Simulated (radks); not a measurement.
The numbers below are computed, except where a source is named.
Problem. Co+, 26 electrons, occupied as [Ar] 3d8. Level of theory: Dirac Kohn-Sham, HCTH/407, spin-unpolarised, spherical densities, finite nucleus; open shells fill j = l - 1/2 first; Fermi nuclear charge, rms radius 3.7875 fm (a radial shooting solver on a logarithmic mesh with Libxc functionals). Some entries of the table are withheld. Estimate them.

orbital,occ.,eigenvalue (hartree),r(max) (bohr)
1s1/2,2,-278.9415,0.03681
2s1/2,2,-33.16751,0.2132
2p1/2,2,-28.82632,0.1701
2p3/2,4,-28.28069,0.1727
3s1/2,2,-3.89610,0.6699
3p1/2,2,-2.59811,(1)
3p3/2,4,-2.53114,(2)
3d3/2,4,-0.46249,0.6759
3d5/2,4,-0.45587,0.6788
4s1/2,0,-0.40914,2.326
4p1/2,0,-0.24099,(3)
4p3/2,0,-0.23845,(4)

Solution. 
(1) 3p1/2 r(max) (bohr): 0.6752
(2) 3p3/2 r(max) (bohr): 0.6827
(3) 4p1/2 r(max) (bohr): 3.088
(4) 4p3/2 r(max) (bohr): 3.119
